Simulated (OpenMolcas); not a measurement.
Pt2+ (d8) in a complex was computed by SS-CASPT2, IPEA 0.25 Eh, imaginary shift 0.1 Eh with the d shell active (OpenMolcas, ANO-RCC-VDZP on the metal). Its lowest spin-free states, and all those of the highest spin:

```
2S+1  Degeneracy  E (cm-1)
   3           3         0
   1           2      5490
   1           3      6140
   3           3      6850
   1           1     12890
   1           3     13670
   3           3     14030
   3           1     14930
   1           3     15690
   1           2     23090
   1           1     34140
```

Task: Is the site octahedral, tetrahedral or cube-like, axial, or of lower symmetry?

Result: The states with 2S+1 = 3 have orbital degeneracies 3, 3, 3, 1. Threefold states need a cubic site. For d8 at this spin an octahedron puts the single A2 below the threefold T2 and a tetrahedron or cube puts the threefold T1 below the threefold T2, so the site is a tetrahedron or a cube, which this pattern cannot tell apart. The run had Pt2+ with 4 ligands (chloride) in tetrahedral coordination (Td) at 2.36 Å. A charge of +0.5 e stands 2.6 Å behind each ligand. Ligand basis ANO-RCC-VDZP.

Roots that are degenerate in the reference are averaged as groups; the widest CASPT2 spread within a group is 430 cm-1 (the 3-fold group of multiplicity 1 near 15700 cm-1 above the lowest state of its run). Shifts and gaps below about the spread of the groups concerned are not significant. Over all roots computed the reference weight is 0.70 to 0.72; a low but even weight reflects the number of correlated electrons. An orbital triplet at a regular site is open to Jahn-Teller coupling, which can distort the site and quench the lowest spin-orbit gaps and is left out. Real 4d8 and 5d8 ions are as a rule square planar and diamagnetic. The least metal-like active orbital is 81 % on the metal (Löwdin) and no ligand orbital is active, so the numbers are rough. Ligand-to-metal charge-transfer states are missing. These CASPT2 states fit no ligand-field parameters well, so their order and spin gaps are uncertain. With no ligand orbital active B as a rule stays too high, so bands that hang on it stand too high and its fall with covalency is understated. With one d shell and no ligand orbital active, 10Dq can be off by a tenth or more. No measured value stands beside these numbers; the geometry was imposed, not optimised, and the real ion may take another.
